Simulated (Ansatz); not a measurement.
```yaml
crystal:
  periodic: [false, false, false]
  atoms:
    - {symbol: Li, position_ang: [-1.041167, -1.225594, -3.743957]}
    - {symbol: Br, position_ang: [-1.404857, -1.492950, -1.220780]}
    - {symbol: Li, position_ang: [-1.218558, -1.133089, 1.316692]}
    - {symbol: Br, position_ang: [-1.447277, -1.244175, 3.822749]}
    - {symbol: Br, position_ang: [-1.449181, 1.249097, -3.820376]}
    - {symbol: Li, position_ang: [-1.216721, 1.137384, -1.314643]}
    - {symbol: Br, position_ang: [-1.397998, 1.497945, 1.223085]}
    - {symbol: Li, position_ang: [-1.030917, 1.229021, 3.745633]}
    - {symbol: Br, position_ang: [1.442947, -1.249754, -3.822536]}
    - {symbol: Li, position_ang: [1.214850, -1.137410, -1.316474]}
    - {symbol: Br, position_ang: [1.399522, -1.497564, 1.221052]}
    - {symbol: Li, position_ang: [1.036949, -1.228615, 3.744143]}
    - {symbol: Li, position_ang: [1.035159, 1.224887, -3.745826]}
    - {symbol: Br, position_ang: [1.402920, 1.492844, -1.223355]}
    - {symbol: Li, position_ang: [1.220881, 1.133302, 1.314422]}
    - {symbol: Br, position_ang: [1.453438, 1.244673, 3.820153]}
basis:
  gaussian: {orbitals: def2-TZVP, initial_orbitals: start.molden}
total_charge: 1
magnetization: {spin_polarized: true, initial_magnetization: 1}
hamiltonian: {xc: pbe0, dispersion: d4}
scf: {omitted_lower_state_checks: [starts]}
output: {orbitals: {seedname: orbitals}}
```

The file start.molden holds the orbitals of an earlier run on this structure, at another level or in another basis.

```sh
$ ansatz run in.yaml --threads 4 --pin off --events-out ev --progress --plain --max-ram 6963MiB
```

Does this run fit into the memory that it is given?

No. It has 496 basis functions, and Ansatz plans for 14 GiB where 7 GiB are given.
